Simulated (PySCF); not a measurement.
Ge(H)(vinyl)(NH2)2 (C₂H₈GeN₂), SMILES C=[CH][GeH]([NH2])[NH2]. Coordinates come from a B3LYP-D3(BJ)/def2-SVP optimisation. One conformer was computed; it need not be the lowest.

Computed equilibrium geometry at B3LYP-D3(BJ)/def2-SVP (PySCF confirms it by a frequency run) as bond lengths and angles (one conformer of several):
Atoms: Ge1 N2 N3 C4 C5 H6 H7 H8 H9 H10 H11 H12 H13. Bonds (Å): Ge1–N2 1.839, Ge1–N3 1.851, Ge1–C4 1.953, Ge1–H6 1.543, N2–H7 1.017, N2–H8 1.018, N3–H9 1.019, N3–H10 1.019, C4–C5 1.338, C4–H11 1.099, C5–H12 1.097, C5–H13 1.097. Bond angles (°): N2–Ge1–N3 108.0, N2–Ge1–C4 107.4, N2–Ge1–H6 112.0, N3–Ge1–C4 116.1, N3–Ge1–H6 105.1, C4–Ge1–H6 108.4, Ge1–N2–H7 115.4, Ge1–N2–H8 114.9, H7–N2–H8 109.6, Ge1–N3–H9 115.0, Ge1–N3–H10 114.5, H9–N3–H10 108.3, Ge1–C4–C5 122.4, Ge1–C4–H11 118.9, C5–C4–H11 118.7, C4–C5–H12 121.6, C4–C5–H13 122.5, H12–C5–H13 115.9.
